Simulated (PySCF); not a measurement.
C₂H₈O₂Si, SMILES [Si@H](O)(OC)C. Atoms are numbered in the order given.

```xyz
13

C      1.3242    -0.8366     1.3656
O      1.2842    -0.1067     0.1602
Si    -0.1325     0.3602    -0.5829
C     -1.2685    -1.0789    -0.8883
O     -1.0018     1.4115     0.3782
H      0.7114    -0.3650     2.1567
H      0.9683    -1.8756     1.2298
H      2.3662    -0.8801     1.7196
H      0.3341     1.0208    -1.8323
H     -2.1526    -0.7644    -1.4652
H     -0.7587    -1.8774    -1.4504
H     -1.6291    -1.5030     0.0629
H     -0.5779     2.2566     0.5686
```

The structure is a stationary point at r2SCAN-D4/def2-SVP. The structure was generated by enumeration; whether it is a known compound was not checked. One conformer was computed; it need not be the lowest.

Level of theory: CAM-B3LYP/def2-TZVP (PySCF).

ESP charges are fitted to the potential on shells at 1.4 to 2.0 van der Waals radii. Atomic charges (e):

```json
[
 {"atom": "C1", "ESP fit": "-0.16", "meta-Löwdin": "-0.11"},
 {"atom": "O2", "ESP fit": "-0.43", "meta-Löwdin": "-0.63"},
 {"atom": "Si3", "ESP fit": "0.93", "meta-Löwdin": "1.21"},
 {"atom": "C4", "ESP fit": "-0.67", "meta-Löwdin": "-0.63"},
 {"atom": "O5", "ESP fit": "-0.70", "meta-Löwdin": "-0.76"},
 {"atom": "H6", "ESP fit": "0.09", "meta-Löwdin": "0.10"},
 {"atom": "H7", "ESP fit": "0.09", "meta-Löwdin": "0.10"},
 {"atom": "H8", "ESP fit": "0.12", "meta-Löwdin": "0.12"},
 {"atom": "H9", "ESP fit": "-0.19", "meta-Löwdin": "-0.14"},
 {"atom": "H10", "ESP fit": "0.17", "meta-Löwdin": "0.13"},
 {"atom": "H11", "ESP fit": "0.16", "meta-Löwdin": "0.13"},
 {"atom": "H12", "ESP fit": "0.19", "meta-Löwdin": "0.13"},
 {"atom": "H13", "ESP fit": "0.41", "meta-Löwdin": "0.35"}
]
```

Task: Give the Mayer and Wiberg (Löwdin basis) orders of the bonds. (An estimate is asked for; the answer gives what the named calculation found.)

Result: 
```csv
bond,Mayer,Wiberg
C1–O2,0.95,1.53
O2–Si3,1.14,1.52
Si3–C4,0.99,1.20
Si3–O5,1.19,1.63
C1–H6,0.97,0.94
C1–H7,0.97,0.94
C1–H8,0.97,0.94
Si3–H9,0.96,0.90
C4–H10,0.95,0.90
C4–H11,0.95,0.90
C4–H12,0.95,0.90
O5–H13,0.89,1.02
```
